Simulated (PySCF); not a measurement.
Solvent effects on NMR parameters

Structure with atom numbers: `[O:1]=[CH:2][O:3][c:4]1[cH:5][cH:6][cH:7][n+:8]([AlH3-:9])[cH:10]1`. Each H is labelled by its parent atom.

GIAO PBE0/pcSseg-1 in PySCF on one PBE0-D3(BJ)/def2-SVP conformer, non-relativistic, equivalent nuclei averaged. Solvents enter as an IEF-PCM continuum (dichloromethane with ε = 8.9, water with ε = 78.4) around the gas-phase geometry. Shifts are referred to TMS, AlH4- computed in the same medium.

Gas phase, δ in ppm: C2 161.5, C4 154.4, C7 151.5, C10 146.5, C5 136.0, C6 130.9, Al9 75.9, H(C5) 9.61, H(C7) 8.96, H(C10) 8.72, H(C2) 8.11, H(C6) 7.56, H(Al9) 4.49. Dipole moment 5.93 D.

(1) How does each δ change in the continuum?

(2) Which nuclei move most (in ppm), and what does the model miss?

## Answers

(1) 
| atoms | environment | Δδ, dichloromethane | Δδ, water |
| --- | --- | --- | --- |
| C2 | ester carbonyl carbon | +3.8 | +4.5 |
| C4 | aromatic carbon bearing oxygen | +2.0 | +2.4 |
| C7 | aromatic CH next to a ring nitrogen | +0.9 | +1.1 |
| C10 | aromatic CH next to a ring nitrogen | 0.0 | +0.1 |
| C5 | aromatic CH | +3.2 | +3.8 |
| C6 | aromatic CH | +3.0 | +3.6 |
| Al9 | aluminium bonded to N, 3 H | -17.7 | -19.8 |
| H(C5) | hydrogen on an aromatic CH | +0.16 | +0.19 |
| H(C7) | hydrogen on an aromatic CH next to a ring nitrogen | -0.12 | -0.13 |
| H(C10) | hydrogen on an aromatic CH next to a ring nitrogen | -0.02 | -0.01 |
| H(C2) | hydrogen on an ester carbonyl carbon | +0.15 | +0.18 |
| H(C6) | hydrogen on an aromatic CH | +0.40 | +0.46 |
| H(Al9) | hydrogen on an aluminium bonded to N | -0.40 | -0.46 |

Changes are relative to the gas phase. The dipole moment becomes 6.90 D in dichloromethane, 7.05 D in water.

(2) Al9 (aluminium bonded to N, 3 H, -19.8 ppm) in water. A continuum only polarises the solute; specific hydrogen bonds, the anisotropy of aromatic solvents and changes of geometry or conformer are outside it.
